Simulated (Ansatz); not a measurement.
Relaxation of CH5FGeO2 (10 atoms, charge 0, multiplicity 1), to a largest force component of 0.02 eV/Å in at most 50 steps.

These are results of RKS BLYP/def2-SVP (Ansatz 0.2.0), not measurements.

```xyz
10
Properties=species:S:1:pos:R:3
O 0.184 1.556 1.122
Ge 0.262 -0.089 0.529
O -1.116 -1.053 1.184
C 0.256 -0.102 -1.416
F 0.290 -1.423 -1.878
H -0.753 1.920 0.796
H 1.642 -0.688 0.999
H -0.918 -0.995 2.173
H -0.782 0.332 -1.704
H 1.018 0.491 -1.802
```

Task: Where does it end, and by what steps?

Result: The forces met the threshold. The force dipped under the threshold on the way, but the program's further checks kept it going. After 11 steps the energy has fallen by 0.503 eV; H9 moved furthest, 0.40 Å.

```tsv
step	energy less start (eV)	largest force component (eV/Å)	accepted
0	0.0000	4.091	yes
1	-0.4136	1.054	yes
2	-0.4862	0.335	yes
3	-0.4950	0.140	yes
4	-0.4988	0.090	yes
5	-0.5010	0.023	yes
6	-0.5018	0.087	yes
7	-0.5023	0.038	yes
8	-0.5022	0.064	no
9	-0.5024	0.005	yes
10	-0.5026	0.005	yes
11	-0.5027	0.016	yes
```

```xyz
10
Properties=species:S:1:pos:R:3
O 0.335 1.627 1.167
Ge 0.310 -0.074 0.542
O -1.174 -0.930 1.124
C 0.155 -0.158 -1.447
F 0.633 -1.400 -1.883
H -0.514 2.080 0.994
H 1.623 -0.690 1.092
H -1.127 -1.119 2.082
H -0.909 -0.043 -1.751
H 0.752 0.656 -1.915
```

Whether the end is a true minimum wasn't checked by a vibrational analysis.

Time of the run: 29 s on 2 threads of Arm Neoverse V1, with other jobs on the host, peak memory 0.15 GiB.
